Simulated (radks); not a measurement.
The holmium ion Ho+, configuration [Xe] 4f11 6s1. Method: Dirac Kohn-Sham, B86b exchange with PBE correlation, spin-unpolarised, spherical densities, finite nucleus; open shells are shared between the two j in proportion to 2j + 1; Fermi nuclear charge, rms radius 5.2022 fm; computed with a radial shooting solver on a logarithmic mesh with Libxc functionals.

Unscreened Slater integrals over Kohn-Sham orbitals (eV). Large and small components are both included. Empty in this configuration: 5d3/2.

| integral | value |
|---|---|
| F0(6s1/2,6s1/2) | 6.6882 |
| F0(6s1/2,4f7/2) | 8.6967 |
| G3(6s1/2,4f7/2) | 0.33907 |
| F0(6s1/2,4f5/2) | 8.7090 |
| G3(6s1/2,4f5/2) | 0.32376 |
| F0(6s1/2,5p3/2) | 8.3065 |
| G1(6s1/2,5p3/2) | 0.70341 |
| F0(6s1/2,5d3/2) | 7.4509 |
| G2(6s1/2,5d3/2) | 2.6552 |
| F0(4f7/2,4f7/2) | 30.186 |
| F2(4f7/2,4f7/2) | 13.857 |
| F4(4f7/2,4f7/2) | 8.6058 |
| F6(4f7/2,4f7/2) | 6.1675 |
| F0(4f7/2,4f5/2) | 30.500 |
| F2(4f7/2,4f5/2) | 14.025 |
| F4(4f7/2,4f5/2) | 8.7145 |
| G2(4f7/2,4f5/2) | 13.990 |
| G4(4f7/2,4f5/2) | 8.6939 |
| G6(4f7/2,4f5/2) | 6.2320 |
| F0(4f7/2,5p3/2) | 18.917 |
| F2(4f7/2,5p3/2) | 6.3963 |
| G2(4f7/2,5p3/2) | 3.5104 |
| G4(4f7/2,5p3/2) | 2.6433 |
| F0(4f7/2,5d3/2) | 12.028 |
| F2(4f7/2,5d3/2) | 2.6566 |
| G3(4f7/2,5d3/2) | 1.0778 |
| G5(4f7/2,5d3/2) | 0.78988 |
| F0(4f5/2,4f5/2) | 30.822 |
| F2(4f5/2,4f5/2) | 14.199 |
| F4(4f5/2,4f5/2) | 8.8277 |
| F0(4f5/2,5p3/2) | 19.006 |
| F2(4f5/2,5p3/2) | 6.3446 |
| G2(4f5/2,5p3/2) | 3.4117 |
| G4(4f5/2,5p3/2) | 2.5818 |
| F0(4f5/2,5d3/2) | 12.056 |
| F2(4f5/2,5d3/2) | 2.6055 |
| G1(4f5/2,5d3/2) | 1.4106 |
| G3(4f5/2,5d3/2) | 1.0304 |
| F0(5p3/2,5p3/2) | 15.811 |
| F2(5p3/2,5p3/2) | 8.4631 |
| F0(5p3/2,5d3/2) | 11.164 |
| F2(5p3/2,5d3/2) | 4.8755 |
| G1(5p3/2,5d3/2) | 5.5241 |
| G3(5p3/2,5d3/2) | 3.3385 |
| F0(5d3/2,5d3/2) | 9.0612 |
| F2(5d3/2,5d3/2) | 4.4488 |
